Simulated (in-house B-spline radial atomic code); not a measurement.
# RPA and G0W0 on PBE: Mg8+

Configuration [He] 2s2, mean-field start PBE. Computed with an all-electron radial atomic-structure program (B-spline basis): all electrons, scalar-relativistic (spin-free one-electron X2C), finite nucleus, each spin shell either full or empty, empty states to l = 9 with an (l + 1/2)⁻⁴ tail; G0W0 by contour deformation at full frequency.

Command:
```bash
python run_gw.py task.json out
```
Settings (radii: box in bohr, nucleus in fm):
```
Z                        12
electrons                4
configuration            [He] 2s2
hamiltonian              x2c
method                   pbe,pbe
lmax                     9
rms_radius               3.057
spin_polarised           False
box_radius               7.7
intervals                67
ion_configuration        [He] 2s1
```

Cost of the run: 2.4 s on 1 thread of Arm Neoverse N1, with other jobs on the host.

Energies (hartree):

```
                                     term       value
                         mean-field total  -162.28717
Hartree-Fock functional on these orbitals  -162.26145
                      direct second order    -0.50605
                    second-order exchange     0.24945
                         SOSEX correction     0.17328
```

Question: What is the RPA correlation energy, and what remains with SOSEX?

Answer: RPA gives -0.35239 hartree (-2.4 eV per electron); RPA + SOSEX gives -0.17911, and the second-order doubles -0.2566 hartree (no singles). SOSEX takes back 49 % of the RPA value.

Quasi-particle levels (eV):

| level | occupied | mean field | Σx - vxc | Σc | QP weight | G0W0 |
| --- | --- | --- | --- | --- | --- | --- |
| 2s | yes | -309.60 | -14.64 | ? | ? | ? |
| 1s | yes | -1572.40 | -76.11 | 6.35 | 0.960 | -1642.17 |
| 2p | no | -286.34 | 21.49 | -1.45 | 0.977 | -266.30 |

G0W0 = mean field + (Σx - vxc) + Σc, with Σc (partial-wave tail included) taken at the quasi-particle energy.

Question: Where does G0W0 put 2s?

Answer: At -328.24 eV, with Σc = -3.99 eV and a quasi-particle weight of 0.952. The tabulated removal energy is 327.99 ± 0.04 eV (NIST, semi-empirical); the calculation leaves out spin-orbit coupling, Breit and QED terms, and what these don't explain is the method's own error.

Question: What does it cost to remove one electron (to [He] 2s1) by differences of total energies, each species on its own start (correlation terms add to the Hartree-Fock functional)?

Answer: PBE 325.99 eV, Hartree-Fock functional 323.95 eV, + RPA 328.54 eV, + RPA + SOSEX 327.42 eV, + second order 329.48 eV. Tabulated: 327.99 ± 0.04 eV (NIST, semi-empirical); the calculation leaves out spin-orbit coupling, Breit and QED terms, and what these don't explain is the method's own error.
